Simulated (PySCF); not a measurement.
Geometry (Å), atoms numbered from 1 in this order:
```xyz
14

O    -0.2015    1.3563   -0.9659
C    -0.6033    0.6969   -0.0278
C     0.1079    0.4909    1.2222
Si    1.6028   -0.6712    0.7413
O     2.2846   -0.0240   -0.5664
C    -1.9053   -0.1184   -0.1895
F    -1.6135   -1.4445   -0.1806
F    -2.7414    0.0928    0.8549
H     0.5605    1.4172    1.5660
H    -0.5108    0.0559    1.9972
H     2.5577   -0.5766    1.8360
H     1.0901   -2.0084    0.4772
H     1.8085    0.6152   -1.1048
H    -2.4369    0.1175   -1.1219
```

PySCF 2.14 calculation with GFN2-xTB geometry and GIAO PBE0/pcSseg-1 shieldings; a single conformation, equivalent nuclei averaged, non-relativistic, no solvent model.

Task: List the cross peaks expected in HSQC, COSY and HMBC spectra.

Result: 

HSQC (one-bond C–H):
```
           δH          δC
   5.86 (H14)  118.6 (C6)
2.75 (H9/H10)   33.2 (C3)
```

COSY cross peaks (H two or three bonds apart, from the bond graph; peaks can be absent where the dihedral angle is near 90°):
```
            δH             δH
5.09 (H11/H12)  2.75 (H9/H10)
```

HMBC (two and three bonds, from the bond graph):
```
            δH                      δC
    5.86 (H14)   209.5 (C2), 33.2 (C3)
5.09 (H11/H12)   209.5 (C2), 33.2 (C3)
 2.75 (H9/H10)  209.5 (C2), 118.6 (C6)
```

References, each an isolated molecule treated in the same way: 1H and 13C vs TMS.

The OH or NH signal is concentration- and solvent-dependent in practice; the value given is the gas-phase one. Shifts are as computed. Against solution values, carbons near 30 ppm lie about +3 ppm off and those near 130 ppm about +5 ppm. Of 1309 compounds with measured shifts, 239 miss one by over three times the rms of a fit or turn the order of signals round; such compounds aren't used in these exercises.
